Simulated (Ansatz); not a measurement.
Stepwise reaction of `C[NH][Al]([F])[F]` with water, as a gas-phase model of exchange steps in deposition or etching. ΔE in kJ/mol.

Gas-phase electronic energies from Ansatz, PBE0-D4/def2-TZVP geometries. CCSD(T)/CBS adds triple-zeta CCSD(T) − MP2 to the extrapolated MP2 energy (def2 sets, frozen cores). This one scheme is used for every species. Functionals use def2-TZVPP. B3LYP here is the variant with VWN-RPA as its local correlation; programs differ in this. Each species was taken in one conformer, which may not be the lowest.

| step | reaction | PBE-D4 | B3LYP-D4 | ωB97M-V | CCSD(T)/CBS |
| --- | --- | --- | --- | --- | --- |
| 2 | `C[NH][Al]([OH])[F]` + H₂O → `C[NH][Al]([OH])[OH]` + H–F | 53.6 | 55.2 | 54.6 | 54.0 |

Question: Give the row of step 1, `C[NH][Al]([F])[F]` + H₂O → `C[NH][Al]([OH])[F]` + H–F. (Best estimate.)

Answer: Ansatz gave: 
```tsv
step	reaction	PBE-D4	B3LYP-D4	ωB97M-V	CCSD(T)/CBS
1	`C[NH][Al]([F])[F]` + H₂O → `C[NH][Al]([OH])[F]` + H–F	46.0	47.5	47.2	48.0
```

Question: By hand: ΔE of the 2 steps together at CCSD(T)/CBS.

Answer: (48.0) + (54.0) = 102.0 kJ/mol, or 51.0 kJ/mol a step.

In ΔE each step is higher than the one before. All are uphill at CCSD(T)/CBS. PBE-D4 differs from CCSD(T)/CBS by -2.0 to -0.4 kJ/mol a step. Isolated molecules leave out the surface, adducts and barriers. Largest T1 diagnostic: 0.012.
